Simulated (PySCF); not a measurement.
## NMR data sheet: C₃H₁₀OSi₂

| Quantity | Value |
| --- | --- |
| Formula | C3H10OSi2 |
| SMILES | [SiH3]OC1C[SiH2]C1 |
| InChI | InChI=1S/C3H10OSi2/c5-4-3-1-6-2-3/h3H,1-2,6H2,5H3 |
| Point group of the computed structure | C1 |
| Degrees of unsaturation | 1 |
| Carbon signals | 2 |
| Proton signals | 6 |

Atoms are numbered as in `[SiH3:1][O:2][CH:3]1[CH2:4][SiH2:5][CH2:6]1`. Hydrogens are named by the atom that carries them. Ha(C4), Ha(Si5), Ha(C6) are cis to O2 on the ring; Hb(C4), Hb(Si5), Hb(C6) are trans to O2 on the ring.

All values are calculated (PySCF 2.14): GFN2-xTB structure, NMR shieldings at PBE0/pcSseg-1/GIAO. One computed conformer, gas phase, averaged over atoms made equivalent by symmetry, fast rotation or ring inversion, non-relativistic Hamiltonian.

Referencing at the same level of theory: 1H (σ = 31.72 ppm) and 13C (σ = 186.93 ppm) and 29Si (σ = 349.16 ppm) vs TMS; 17O (σ = 336.08 ppm) against H2O.

```tsv
carbon	δC, type	δH (multiplicity)	HMBC from (2–3 bonds)	span of the C tensor (ppm)
C3	71.0, CH	4.40 (m)	H(Si1), Ha(Si5), Hb(Si5), Hb(C4)/Hb(C6), Ha(C4)/Ha(C6)	61
C4/C6	23.4, CH2	Ha(C4) 1.77 (m); Hb(C4) 1.95 (m)	Ha(Si5), H(C3), Hb(Si5), Hb(C4)/Hb(C6), Ha(C4)/Ha(C6)	60
```

Other nuclei:
| atoms | nucleus | environment | δ (ppm) | σ (ppm) |
| --- | --- | --- | --- | --- |
| H(Si1) | 1H | hydrogen on a silicon bonded to O | 4.84 | 26.87 |
| Ha(Si5) | 1H | hydrogen on a silicon bonded to 2 C, in a 4-membered ring | 4.53 | 27.18 |
| Hb(Si5) | 1H | hydrogen on a silicon bonded to 2 C, in a 4-membered ring | 4.33 | 27.39 |
| Si1 | 29Si | silicon bonded to O, 3 H | -47.0 | 396.2 |
| Si5 | 29Si | silicon bonded to 2 C, 2 H, in a 4-membered ring | -62.5 | 411.7 |
| O2 | 17O | oxygen bonded to C, Si | 69.1 | 267.0 |

Carbon types of the structure: 1 × CH, 2 × CH2, leaving 5 H on heteroatoms. δC 71.0: sp3 CH bonded to O; deshielded by the electronegative neighbour. δC 23.4: sp3 CH2 bonded to Si. δH 4.53, 4.33: hydrogen on a silicon bonded to 2 C, in a 4-membered ring. δH 4.40: hydrogen on an sp3 CH bonded to O; its carbon carries O, an electronegative neighbour. δH 1.95, 1.77: hydrogen on an sp3 CH2 bonded to Si.

Shifts are as computed. Against solution values, carbons near 30 ppm lie about +3 ppm off and those near 130 ppm about +5 ppm. Of 1211 compounds with measured shifts, 218 miss one by over three times the rms of a fit or turn the order of signals round; such compounds aren't used in these exercises. Experimental scales use liquid or dissolved standards, which lie at an offset from isolated H2O (liquid H2O: subtract about 36 ppm). Multiplicities follow the n + 1 count of equivalent neighbours, as no J values were calculated; m marks all less simple cases, F and P coupling included.
